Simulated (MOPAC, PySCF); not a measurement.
Potential energy surface of H3Ga, singlet: umbrella (inversion) coordinate, bond length relaxed. Scanned: angle between the Ga-H bonds and the threefold axis (90 = planar). Other coordinates (Ga-H bond length) were minimised at B3LYP/def2-TZVP.

Levels of theory: AM1, restricted, heats of formation (MOPAC); CCSD on RHF/cc-pVTZ, 9 core orbitals frozen (PySCF); CCSD(T) on RHF/cc-pVTZ, 9 core orbitals frozen (PySCF).

Energies in mEh, each method relative to its own lowest point.

```json
[
 {"a / °": "90", "AM1": "74.1", "CCSD": "0.0", "CCSD(T)": "0.0"},
 {"a / °": "93", "AM1": "72.5", "CCSD": "0.7", "CCSD(T)": "0.7"},
 {"a / °": "96", "AM1": "___", "CCSD": "2.8", "CCSD(T)": "2.7"},
 {"a / °": "99", "AM1": "___", "CCSD": "6.2", "CCSD(T)": "6.2"},
 {"a / °": "102", "AM1": "50.2", "CCSD": "11.0", "CCSD(T)": "10.9"},
 {"a / °": "105", "AM1": "40.0", "CCSD": "17.2", "CCSD(T)": "17.1"},
 {"a / °": "108", "AM1": "30.4", "CCSD": "24.8", "CCSD(T)": "24.6"},
 {"a / °": "111", "AM1": "21.8", "CCSD": "33.9", "CCSD(T)": "33.6"},
 {"a / °": "114", "AM1": "___", "CCSD": "44.5", "CCSD(T)": "44.1"},
 {"a / °": "117", "AM1": "___", "CCSD": "56.6", "CCSD(T)": "56.0"},
 {"a / °": "120", "AM1": "___", "CCSD": "70.2", "CCSD(T)": "69.5"},
 {"a / °": "123", "AM1": "1.4", "CCSD": "85.4", "CCSD(T)": "84.4"},
 {"a / °": "126", "AM1": "0.0", "CCSD": "102.1", "CCSD(T)": "100.9"},
 {"a / °": "129", "AM1": "0.0", "CCSD": "120.4", "CCSD(T)": "118.9"},
 {"a / °": "132", "AM1": "1.4", "CCSD": "140.5", "CCSD(T)": "138.6"}
]
```

Q: Some entries are withheld; supply them.

A: 
- 96, AM1: 67.8
- 99, AM1: 60.0
- 114, AM1: 14.5
- 117, AM1: 8.6
- 120, AM1: 4.3
